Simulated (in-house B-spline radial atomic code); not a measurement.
How numerical settings move a run on Sc²⁺, [Ar] 3d1. Computed with a B-spline radial code for spherical atoms: Dirac-Kohn-Sham BLYP, spherical fractional occupations, Fermi nucleus of rms radius 3.5459 fm.

Command:
```bash
python run_scf.py task.json out
```
Settings of the sound reference run:
```
Z                21
electrons        19
configuration    [Ar] 3d1
hamiltonian      dirac
method           b88,lyp
spin_polarised   False
nucleus          fermi
rms_radius       3.5459
mass_number      45
atomic_mass      44.95591
speed_of_light   137.036
knot_spacing     0.22
spline_order     8
gauss_points     12
box_radius       22.22
max_iterations   70
damping          0.5
damped_steps     3
diis_vectors     10
tolerance        1e-08
start            Thomas-Fermi
```

Time taken, with all properties: 1.7 s on 1 thread of Arm Neoverse N1 (shared host).

It converges in 9 iterations to -763.590107 hartree, with 3d5/2 at -17.9068 eV. The other runs change the listed settings, some to values that make no sense; their results aren't properties of the atom or ion. Radii are in bohr (the nuclear one in fm), a minus after a letter asks for a j subshell, and «unchanged» means within 1e-8 hartree. The run stops when the residual is below 10 × tolerance × max(1, Z/10), or a noise floor if that is larger, and the energy moves by less than 1e-8 × √|E| hartree; so very loose and very tight tolerances often act alike.

| changed settings | outcome |
| --- | --- |
| knot_spacing = 1.4, gauss_points = 5, max_iterations = 8, start = bare nucleus | not converged after 8 iterations, last residual 1.6e-06, last energy +6.57e+00 hartree from the reference |
| spline_order = 7, box_radius = 2.22, max_iterations = 60, tolerance = 1e-05 | converged in 7 iterations, energy +1.53e+00 hartree from the reference, 3d5/2 level +1.9e+01 eV (the program warns: 3d5/2 has a positive eigenvalue: unbound, held by the box; 3d3/2 has a positive eigenvalue: unbound, held by the box) |
| spline_order = 3 | converged in 9 iterations, energy +1.57e-02 hartree from the reference, 3d5/2 level -5.2e-03 eV |
| spline_order = 7 | converged in 9 iterations, energy -1.48e-06 hartree from the reference, 3d5/2 level +5.8e-06 eV |
| gauss_points = 16 | converged in 9 iterations, energy unchanged |
| method = hf, spin_polarised = True | stopped with error: spin polarisation is not served with the Dirac Hamiltonian |
| electrons = 27, configuration = [Ar] 3d1 5s2 5p6, max_iterations = 50 | converged in 15 iterations to -763.0632 hartree, a different physical problem (warning: 5s1/2 has a positive eigenvalue: unbound, held by the box) |
| spline_order = 4 | converged in 9 iterations, energy +2.30e-04 hartree from the reference, 3d5/2 level -1.1e-04 eV |
| gauss_points = 3 | converged in 9 iterations, energy +3.14e-05 hartree from the reference, 3d5/2 level -2.4e-05 eV |
| spline_order = 10 | converged in 9 iterations, energy -1.30e-06 hartree from the reference, 3d5/2 level +4.8e-06 eV |
| spline_order = 5 | converged in 9 iterations, energy +6.33e-06 hartree from the reference, 3d5/2 level -1.3e-06 eV |
| knot_spacing = 0.55, max_iterations = 75, damped_steps = 1, start = bare nucleus | converged in 9 iterations, energy +8.88e-03 hartree from the reference, 3d5/2 level +4.9e-04 eV |

(1) What happens with knot_spacing = 2, box_radius = 11.11, max_iterations = 75, damping = 0?

(2) What happens with electrons = 20, configuration = [Ar] 3d1 3f1, max_iterations = 100?

(3) What happens with spline_order = 6?

(4) What happens with gauss_points = 4?

Answers

(1) Converged in 10 iterations, energy +1.78e+01 hartree from the reference, 3d5/2 level +1.2e-01 eV (the program warns: 3d5/2 reaches the box edge; 1s1/2 reaches the box edge).

(2) Stopped with error: there is no 3f shell.

(3) Converged in 9 iterations, energy -1.73e-07 hartree from the reference.

(4) Converged in 9 iterations, energy -1.72e-07 hartree from the reference, 3d5/2 level +5.7e-07 eV.
